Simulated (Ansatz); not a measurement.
Program: Ansatz. Geometries: PBE0-D4/def2-TZVP. ΔE: electronic, gas phase. CCSD(T)/CBS adds triple-zeta CCSD(T) − MP2 to the extrapolated MP2 energy (def2 sets, frozen cores). This one scheme is used for every species. DFT in def2-TZVPP. For Se outer-core shells are correlated without core-valence functions, which leaves a few kJ/mol of doubt a bond. Scalar relativity is left out up to krypton. Each species was taken in one conformer, which may not be the lowest.

Reaction (formal exchange of groups at the Se–Si bond): `B[Se][SiH2]Cl` + `[CH3][AlH][SH]` → `B[Se][CH2][AlH][SH]` + `[SiH3]Cl`

`B[Se][SiH2]Cl`:

Cartesian coordinates in Å:
```
B -1.337 -1.205 0.205
Se -0.983 0.115 -1.134
Si 0.885 1.006 -0.178
Cl 2.556 -0.083 -0.655
H -2.286 -1.900 0.023
H -0.639 -1.304 1.165
H 1.066 2.371 -0.717
H 0.739 1.000 1.292
```

`[CH3][AlH][SH]`:

Cartesian coordinates in Å:
```
C 0.011 0.983 0.951
Al -0.112 -0.620 -0.142
S 0.412 -0.470 -2.261
H -0.962 1.231 1.387
H 0.356 1.851 0.384
H 0.699 0.831 1.788
H -0.569 -2.038 0.399
H 0.164 -1.768 -2.506
```

`B[Se][CH2][AlH][SH]`:

Cartesian coordinates in Å:
```
B 1.179 1.123 -0.890
Se 1.308 -0.720 -1.225
C -0.446 -1.295 -0.559
Al -1.059 0.222 0.535
S -0.258 0.376 2.575
H 2.064 1.869 -1.156
H 0.163 1.598 -0.422
H -1.060 -1.538 -1.427
H -0.277 -2.212 0.008
H -2.320 1.113 0.196
H 0.706 -0.537 2.364
```

`[SiH3]Cl`:

```xyz
5

Si   -0.017   -0.117   -0.051
Cl    0.250    1.747    0.770
H     1.265   -0.854    0.029
H    -0.431    0.047   -1.464
H    -1.068   -0.823    0.716
```

CCSD(T)/CBS gives +0.87 eV.

Question: Another level gave +0.89 eV. Which?
A. B2PLYP/def2-TZVPP
B. PBE0-D4/def2-TZVPP
C. CCSD(T)/def2-TZVPP
D. HF/def2-TZVPP

Answer: B. PBE0-D4 0.89, HF/def2-TZVPP 1.08, B2PLYP 0.93, CCSD(T)/def2-TZVPP 0.82 eV.

Largest T1 diagnostic among the species: 0.014.

The D4 term adds −0.07 eV with B3LYP and −0.04 eV with PBE0; it sums over pairs of atoms, weighted by their polarisabilities, and B3LYP, whose exchange is more repulsive, gets the larger term. From PBE to PBE0 (25 % exact exchange), in def2-TZVPP and without D4, ΔE moves by +0.03 eV. In def2-TZVPP, CCSD(T) changes the Hartree–Fock value by −0.26 eV (the triples alone add −0.05 eV) and MP2 by −0.22 eV.

B3LYP here is the variant with VWN-RPA as its local correlation; programs differ in this.
